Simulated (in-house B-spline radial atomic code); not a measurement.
**Bi2+: [Xe] 4f14 5d10 6s2 7p1 (an excited or competing configuration)**

Computed with an all-electron radial atomic-structure program (B-spline basis): Dirac-Hartree-Fock, average of configuration, Fermi nucleus of rms radius 5.5211 fm.

Z_r = [3n² - l(l+1)]/(2<r>); Z_e = n√(-2ε); the last column is Slater's effective charge. Values are occupation-weighted means over j. An effective charge above Z reflects the relativistic contraction of the inner shells.

```json
{"shell": "1s", "electrons": "2", "ε (eV)": "-91165", "<r> (bohr)": "0.01579", "Z_r": "94.97", "Z_e": "81.86", "Slater": "82.70"}
{"shell": "2s", "electrons": "2", "ε (eV)": "-16551", "<r> (bohr)": "0.06575", "Z_r": "91.25", "Z_e": "69.76", "Slater": "78.85"}
{"shell": "2p", "electrons": "6", "ε (eV)": "-14324", "<r> (bohr)": "0.05996", "Z_r": "83.39", "Z_e": "64.89", "Slater": "78.85"}
{"shell": "3s", "electrons": "2", "ε (eV)": "-4085.1", "<r> (bohr)": "0.1707", "Z_r": "79.07", "Z_e": "51.98", "Slater": "71.75"}
{"shell": "3p", "electrons": "6", "ε (eV)": "-3429.4", "<r> (bohr)": "0.1724", "Z_r": "72.51", "Z_e": "47.63", "Slater": "71.75"}
{"shell": "3d", "electrons": "10", "ε (eV)": "-2694.3", "<r> (bohr)": "0.1576", "Z_r": "66.63", "Z_e": "42.22", "Slater": "61.85"}
{"shell": "4s", "electrons": "2", "ε (eV)": "-994.99", "<r> (bohr)": "0.3767", "Z_r": "63.70", "Z_e": "34.21", "Slater": "55.25"}
{"shell": "4p", "electrons": "6", "ε (eV)": "-773.92", "<r> (bohr)": "0.4", "Z_r": "57.50", "Z_e": "30.17", "Slater": "55.25"}
{"shell": "4d", "electrons": "10", "ε (eV)": "-498.25", "<r> (bohr)": "0.4215", "Z_r": "49.82", "Z_e": "24.21", "Slater": "43.85"}
{"shell": "5s", "electrons": "2", "ε (eV)": "-204.45", "<r> (bohr)": "0.8406", "Z_r": "44.61", "Z_e": "19.38", "Slater": "25.35"}
{"shell": "4f", "electrons": "14", "ε (eV)": "-201.81", "<r> (bohr)": "0.4398", "Z_r": "40.93", "Z_e": "15.41", "Slater": "32.45"}
{"shell": "5p", "electrons": "6", "ε (eV)": "-139.13", "<r> (bohr)": "0.9519", "Z_r": "38.34", "Z_e": "15.99", "Slater": "25.35"}
{"shell": "5d", "electrons": "10", "ε (eV)": "-58.217", "<r> (bohr)": "1.212", "Z_r": "28.46", "Z_e": "10.34", "Slater": "11.85"}
{"shell": "6s", "electrons": "2", "ε (eV)": "-37.772", "<r> (bohr)": "2.063", "Z_r": "26.17", "Z_e": "10.00", "Slater": "7.35"}
{"shell": "7p", "electrons": "1", "ε (eV)": "-10.308", "<r> (bohr)": "5.819", "Z_r": "12.46", "Z_e": "6.09", "Slater": "3.30"}
```

The least bound orbital is 7p3/2 at -10.11 eV, and it is also the most diffuse (<r> = 5.93 bohr).

Spin-orbit splittings of the orbital energies (j = l + 1/2 above j = l - 1/2 when positive): 2p 2323 eV, 3p 526.7 eV, 3d 110.7 eV, 4p 131.5 eV, 4d 24.82 eV, 4f 5.676 eV, 5p 25.35 eV, 5d 3.206 eV, 7p 0.5926 eV.

For the 1s electron the small component carries 10.1 % of the norm, the zero-frequency Breit interaction raises the level by 357.9 eV, self-energy by 233.5 eV, and vacuum polarisation lowers it by 50.59 eV.
